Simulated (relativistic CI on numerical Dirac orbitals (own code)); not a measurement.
Energy levels of F III

Method of calculation: Dirac-Coulomb-Breit CI, separate exchange-only KLI orbitals for each configuration, model QED (radiative potential, 1s self-energy scaled to tabulated hydrogen-like ionisation energies), valence Slater integrals scaled by 0.85, configuration energies shifted to the measured levels that pair with them (semi-empirical) (own radial code, finite nucleus).

CI space (outside the closed core 1s2): 2s2.2p3, 2s.2p4, 2s2.2p2.3s, 2s2.2p2.3p, 2s2.2p2.3d, 2p5, 2s2.2p2.4p, 2s.2p3.3p, 2s2.2p2.4d, 2s2.2p2.4s, 2s2.2p2.4f, 2s2.2p.3s2, 2s.2p3.3s, 2p4.3s, 2s2.2p.3s.3p, 2p4.3p, 2s2.2p.3p2, 2s2.2p.3s.3d, 2p4.3d, 2s.2p3.3d, 2s2.2p.3p.3d, 2s2.2p.3d2, 2s.2p3.4s. Levels of other configurations are missing.

The lowest level is 2s2.2p3 4S°_3/2, with 100 % of that term; Hund's rules for 2s2.2p3 give 4S° with J = 3/2, in agreement.

```tsv
No.	Configuration	Term	J	E (cm⁻¹)	%	Next component (%)	Lifetime (s)
1	2s2.2p3	4S°	3/2	0	100		
2	2s2.2p3	2D°	5/2	32535	100		6.03e+03
3	2s2.2p3	2D°	3/2	32566	100		8.24e+02
4	2s2.2p3	2P°	3/2	45933	97	2 2p5 2P°	2.32e+00
5	2s2.2p3	2P°	1/2	45933	98	2 2p5 2P°	4.81e+00
6	2s.2p4	4P	5/2	152098	99		5.72e-10
7	2s.2p4	4P	3/2	152431	99		5.67e-10
8	2s.2p4	4P	1/2	152604	99		5.65e-10
9	2s.2p4	2D	5/2	210240	99	1 2s2.2p2.3d 2D	2.11e-10
10	2s.2p4	2D	3/2	210256	99	1 2s2.2p2.3d 2D	2.11e-10
11	2s.2p4	2S	1/2	242061	99	1 2s2.2p2.3d 2S	1.09e-10
12	2s.2p4	2P	3/2	263564	98	1 2s2.2p2.3d 2P	4.90e-11
13	2s.2p4	2P	1/2	263945	98	1 2s2.2p2.3d 2P	4.89e-11
14	2s2.2p2.3s	4P	1/2	317447	98	1 2p4.3s 4P	3.12e-10
15	2s2.2p2.3s	4P	3/2	317657	98	1 2p4.3s 4P	3.11e-10
16	2s2.2p2.3s	4P	5/2	317972	98	1 2p4.3s 4P	3.11e-10
17	2s2.2p2.3s	2P	1/2	324490	97	1 2p4.3s 2P	1.06e-10
18	2s2.2p2.3s	2P	3/2	324875	97	1 2p4.3s 2P	1.06e-10
19	2s2.2p2.3s	2D	5/2	343075	98	1 2p4.3s 2D	1.66e-10
20	2s2.2p2.3s	2D	3/2	343078	98	1 2p4.3s 2D	1.66e-10
21	2s2.2p2.3p	2S°	1/2	345758	97	1 2p4.3p 2S°	1.42e-08
22	2s2.2p2.3p	4D°	1/2	349108	98	1 2p4.3p 4D°	6.29e-09
23	2s2.2p2.3p	4D°	3/2	349221	98	1 2p4.3p 4D°	6.26e-09
24	2s2.2p2.3p	4D°	5/2	349410	98	1 2p4.3p 4D°	6.25e-09
25	2s2.2p2.3p	4D°	7/2	349668	98	1 2p4.3p 4D°	6.26e-09
26	2s2.2p2.3p	4P°	1/2	351249	98	1 2p4.3p 4P°	2.44e-09
27	2s2.2p2.3p	4P°	3/2	351342	97	1 2p4.3p 4P°	2.44e-09
28	2s2.2p2.3p	4P°	5/2	351530	97	1 2p4.3p 4P°	2.44e-09
29	2s2.2p2.3p	2D°	3/2	355913	98	1 2p4.3p 2D°	6.07e-09
30	2s2.2p2.3p	2D°	5/2	356303	98	1 2p4.3p 2D°	6.04e-09
31	2s2.2p2.3p	4S°	3/2	357464	94	4 2s.2p3.3s 4S°	8.59e-10
32	2s2.2p2.3p	2P°	1/2	359696	98	1 2p4.3p 2P°	2.86e-09
33	2s2.2p2.3p	2P°	3/2	359793	98	1 2p4.3p 2P°	2.85e-09
34	2s2.2p2.3s	2S	1/2	364854	94	4 2p4.3s 2S	1.84e-10
35	2s2.2p2.3p	2F°	5/2	375148	98	1 2p4.3p 2F°	4.34e-09
36	2s2.2p2.3p	2F°	7/2	375211	98	1 2p4.3p 2F°	4.32e-09
37	2s2.2p2.3p	2D°	5/2	378773	96	1 2s2.2p2.4p 2D°	2.33e-09
38	2s2.2p2.3p	2D°	3/2	378830	96	1 2s2.2p2.4p 2D°	2.32e-09
39	2s2.2p2.3p	2P°	1/2	382160	96	2 2s2.2p2.4p 2P°	1.65e-09
40	2s2.2p2.3p	2P°	3/2	382297	96	2 2s2.2p2.4p 2P°	1.66e-09
41	2s2.2p2.3d	4F	3/2	387337	98	1 2p4.3d 4F	2.56e-09
42	2s2.2p2.3d	4F	5/2	387444	98	1 2p4.3d 4F	2.53e-09
43	2s2.2p2.3d	4F	7/2	387598	98	1 2p4.3d 4F	2.54e-09
44	2s2.2p2.3d	4F	9/2	387800	98	1 2p4.3d 4F	2.61e-09
45	2s2.2p2.3d	2P	3/2	389440	79	17 4D	9.69e-11
```

Energies count from the lowest computed level; ° marks odd parity; lifetimes are radiative, by E1, M1, E2 decay to levels of this space only.

The mean weight of the leading LS term, summed over parents, in these 45 levels is 97 %, and that of the leading jj configuration (from the same eigenvectors) 56 %, so LS coupling describes them better.

Configurations whose levels could be paired with our table of measured levels were shifted onto them, all but the ground configuration, by the median error of their levels; single terms can still be off by 1,000 to 2,000 cm⁻¹ or more, and rates follow the energies as ν³ (E1, M1) or ν⁵ (E2). The others borrow a shift and can be off by several thousand cm⁻¹ or more. The fine structure of a lone outer electron comes out too small, for d and f at times inverted, and misplaced configurations move strength between like terms. 68 of the 68 excited levels that our extract of the measured tables holds in this range could be paired (the sources list more); they are missed by 656 cm⁻¹ on average and 7819 at most, after the shifts were fitted to these levels, and levels without a partner can miss by more. Some levels of the ground configuration have no partner and can miss by 10 % or more.
